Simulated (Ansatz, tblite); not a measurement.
Forces on `FCC(F)(F)CCC1(F)CC(F)(F)CO1` at its PBE0-D4/def2-SVP geometry. Total charge 0; singlet.

The xTB rows come from tblite.

GFN2-xTB (tblite), largest force 0.96 eV/Å:

```xyz
25
positions Å, forces eV/Å
F    -1.857   -2.847    0.969    0.047   -0.161   -0.184
C    -1.993   -2.835   -0.389    0.097   -0.462   -0.097
C    -2.406   -1.452   -0.861    0.096   -0.014   -0.001
F    -3.719   -1.265   -0.577   -0.242    0.044   -0.212
F    -2.298   -1.467   -2.220   -0.189    0.080   -0.221
C    -1.623   -0.300   -0.283   -0.176    0.614    0.409
C    -0.135   -0.364   -0.581    0.372   -0.757   -0.451
C     0.588    0.882   -0.129   -0.123    0.125    0.363
F     0.041    1.973   -0.792   -0.088    0.184   -0.123
C     2.098    0.919   -0.355    0.397   -0.312   -0.486
C     2.615    1.707    0.843   -0.187    0.002   -0.047
F     3.243    2.848    0.491    0.255    0.046    0.004
F     3.509    0.974    1.552    0.270    0.075    0.050
C     1.365    1.998    1.677   -0.042    0.165    0.358
O     0.407    1.066    1.230   -0.213    0.135    0.176
H    -2.770   -3.555   -0.695    0.129    0.053    0.272
H    -1.036   -3.112   -0.859   -0.134    0.033    0.230
H    -1.794   -0.287    0.802    0.082    0.008   -0.191
H    -2.059    0.619   -0.702    0.171   -0.119    0.064
H     0.037   -0.482   -1.662   -0.115    0.049    0.205
H     0.327   -1.219   -0.064   -0.165    0.237   -0.078
H     2.521   -0.092   -0.330   -0.091    0.228   -0.062
H     2.356    1.408   -1.301   -0.052   -0.087    0.213
H     1.544    1.848    2.748   -0.115   -0.007   -0.213
H     1.040    3.034    1.488    0.015   -0.160    0.022
```

r2SCAN-D4/def2-TZVP (Ansatz), largest force 0.89 eV/Å:

```
F 0.029 -0.040 0.563
C -0.016 -0.304 -0.835
C 0.531 -0.012 0.434
F -0.540 0.072 0.106
F -0.004 -0.019 -0.551
C -0.216 0.328 0.208
C 0.174 -0.305 -0.166
C 0.295 -0.499 -0.104
F -0.259 0.495 -0.314
C 0.217 -0.157 -0.350
C -0.607 -0.130 -0.130
F 0.314 0.452 -0.127
F 0.410 -0.271 0.293
C 0.305 0.548 0.446
O -0.437 -0.269 0.351
H 0.168 0.139 0.120
H -0.169 0.070 0.144
H 0.017 0.001 -0.231
H 0.085 -0.185 0.080
H -0.022 0.022 0.226
H -0.083 0.172 -0.125
H -0.105 0.209 -0.030
H -0.044 -0.131 0.208
H -0.076 0.019 -0.246
H 0.031 -0.205 0.031
```

PBE0-D4/def2-TZVP (Ansatz), largest force 0.56 eV/Å:

```
F 0.002 -0.064 0.200
C -0.012 -0.226 -0.511
C 0.262 0.022 0.180
F -0.158 0.019 0.012
F -0.039 -0.012 -0.153
C -0.153 0.254 0.148
C 0.137 -0.222 -0.128
C 0.130 -0.199 -0.007
F -0.090 0.154 -0.121
C 0.126 -0.093 -0.206
C -0.340 -0.072 -0.045
F 0.127 0.124 -0.034
F 0.152 -0.061 0.085
C 0.181 0.299 0.260
O -0.127 -0.049 0.092
H 0.202 0.163 0.135
H -0.213 0.079 0.165
H 0.024 0.003 -0.262
H 0.101 -0.214 0.096
H -0.028 0.023 0.263
H -0.093 0.203 -0.145
H -0.113 0.235 -0.030
H -0.053 -0.140 0.230
H -0.073 0.025 -0.269
H 0.048 -0.250 0.047
```
